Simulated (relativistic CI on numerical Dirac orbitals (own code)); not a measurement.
Calculated at this level of theory: Dirac-Coulomb-Breit CI, KLI orbitals optimised for each configuration, QED by a radiative potential, unscaled Slater integrals (own radial code, finite nucleus).

CI space (outside the closed core [Ar] 3d10): 4s²4p², 4s4p³, 4p⁴, 4s²4p4d, 4s4p²4d, 4s²4p4f, 4s4p²4f, 4p³4d, 4s4p4d², 4s²4d4f, 4s²4p5s, 4p³4f, 4s²4p5p, 4p³5s, 4s4p4d5s, 4s4p²5s, 4s²4p5d, 4p²4d4f, 4s²4f5s, 4s4p²5p, 4s²4p5f, 4s4p4f², 4s²4p5g, 4s²4p6s, 4s4p²5d, 4s²4p6p, 4s4p5s², 4s²4d², 4s4d³, 4s4d²4f, 4p²4d², 4p4d³, 4p4d²4f, 4p4d²5s, 4s²4f², 4s4d4f², 4s4f³, 4p²4f², 4p4d4f², 4p4f³, 4p4f²5s, 4s²4d5s, 4s4d²5s, 4s4d4f5s, 4s4p4d4f, 4p²4d5s, 4p4d4f5s, 4p4d5s², 4s²5s², 4s4d5s², 4s4f5s², 4s4p4f5s, 4s4f²5s. Double excitations out of closed p, d and f shells are left out; levels of such configurations are missing from the list, as are those of other unlisted configurations, and high levels can miss mixing partners. These lack a partner that the ground configuration has and come out too high: 4s4p²5p, 4s4p²5d, 4s²4p5p, 4s²4p5d, 4s²4p5f.

At this charge energies of transitions that change n are usually good to better than 1 %, and those within a shell (Δn = 0) to a few per cent.

Outline of the computed level scheme of Cd XVII. Lowest level of each configuration: 4s²4p² ³P0 at 0.000 eV; 4s4p³ ⁵S°2 at 40.837 eV; 4s²4p4d ³F°2 at 72.621 eV; 4p⁴ ³P2 at 97.613 eV; 4s4p²4d ⁵F1 at 106.130 eV.

Some strong electric-dipole decays among the lowest 45 levels: 4s²4p4d ¹F°3 → 4s²4p² ¹D2 (1.9e+11 s⁻¹); 4s²4p4d ³D°1 → 4s²4p² ³P0 (1.9e+11 s⁻¹); 4s²4p4d ³D°3 → 4s²4p² ³P2 (1.8e+11 s⁻¹); 4s²4p4d ¹P°1 → 4s²4p² ¹S0 (1.6e+11 s⁻¹); 4s²4p4d ³P°0 → 4s²4p² ³P1 (1.5e+11 s⁻¹); 4s²4p4d ³P°1 → 4s²4p² ³P1 (1.1e+11 s⁻¹); 4s²4p4d ³D°2 → 4s²4p² ¹D2 (9.8e+10 s⁻¹); 4s²4p4d ¹D°2 → 4s²4p² ³P1 (8.6e+10 s⁻¹).

LS names give the leading component of a level, which can be under half, so a name can repeat, a term be missing and a line seem to break the LS rules.
